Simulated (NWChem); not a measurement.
# thionyl fluoride (SOF₂); SMILES O=S(F)F

Program: NWChem. Medium grid unless said otherwise, to which SCAN and Minnesota functionals are sensitive. The geometry was optimised at PBE0/def2-SVP. Total energies of different functionals are on different scales.

```
level                  energy (Ha)  highest occupied level (eV)  orbital gap (eV)  dipole (D)
---------------------  -----------  ---------------------------  ----------------  ----------
B3LYP/def2-SVP           -672.7171                        -9.26              7.85        1.85
PBE/def2-SVP             -672.2923                        -7.88              5.78        1.61
MN15-L/def2-SVP          -672.3606                        -8.66              6.80        1.72
PW6B95/def2-SVP          -673.3115                        -9.73              8.56        1.88
BHandHLYP/def2-SVP       -672.5764                       -11.15             11.03        2.11
Hartree-Fock/def2-SVP    -670.8318                       -13.70             16.50        2.44
PW91/def2-SVP            -672.6377                        -7.94              5.78        1.63
BLYP/def2-SVP            -672.6935                        -7.70              5.79        1.66
r2SCAN0/def2-SVP         -672.5104                        -9.92              8.69        1.92
TPSSh/def2-SVP           -672.7148                        -8.71        (withheld)        1.74
```

**Question.** Fill in the missing entries.

**Answer.** 
- TPSSh/def2-SVP, orbital gap (eV): 6.98
